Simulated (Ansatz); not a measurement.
Geometry optimisation, Ansatz 0.2.0, RKS BLYP/def2-SVP.

The input (input.yaml):

```yaml
crystal:
  periodic: [false, false, false]
  atoms:
    - { symbol: O, position_ang: [-1.1023, -0.4628, -0.8571] }
    - { symbol: Al, position_ang: [0.2258, 0.3678, 0.046] }
    - { symbol: I, position_ang: [2.4596, -0.8527, 0.2618] }
    - { symbol: H, position_ang: [-1.5636, -0.9279, -0.1853] }
    - { symbol: H, position_ang: [0.0303, 1.8019, 0.6932] }
basis:
  gaussian: { orbitals: def2-SVP }
hamiltonian:
  xc: blyp
relax:
  f_tol: 0.015
  max_steps: 40
```

Launched with:

```bash
$ ansatz run input.yaml --threads 1 --pin off --max-ram 2048MiB --backend cpu --events-out ev --progress --plain --runs-dir out
```

Problem. Where does it end, and by what steps?

Solution. The forces met the threshold. After 8 steps the energy has fallen by 0.407 eV; O1 moved furthest, 0.55 Å.

| step | energy less start (eV) | largest force component (eV/Å) | accepted |
| --- | --- | --- | --- |
| 0 | 0.0000 | 2.312 | yes |
| 1 | -0.1237 | 0.905 | yes |
| 2 | -0.1629 | 1.321 | yes |
| 3 | -0.1288 | 2.820 | no |
| 4 | -0.2183 | 0.972 | yes |
| 5 | -0.2958 | 0.657 | yes |
| 6 | -0.3742 | 0.414 | yes |
| 7 | -0.4070 | 0.029 | yes |
| 8 | -0.4075 | 0.011 | yes |

```xyz
5
Properties=species:S:1:pos:R:3
O -1.262 -0.301 -0.351
Al 0.213 0.413 0.144
I 2.349 -0.902 0.268
H -1.406 -1.225 -0.618
H 0.157 1.942 0.516
```

Whether the end is a true minimum wasn't checked by a vibrational analysis.

Run time: 17 s on 1 thread of Arm Neoverse V2, on a shared host, peak memory 0.13 GiB.
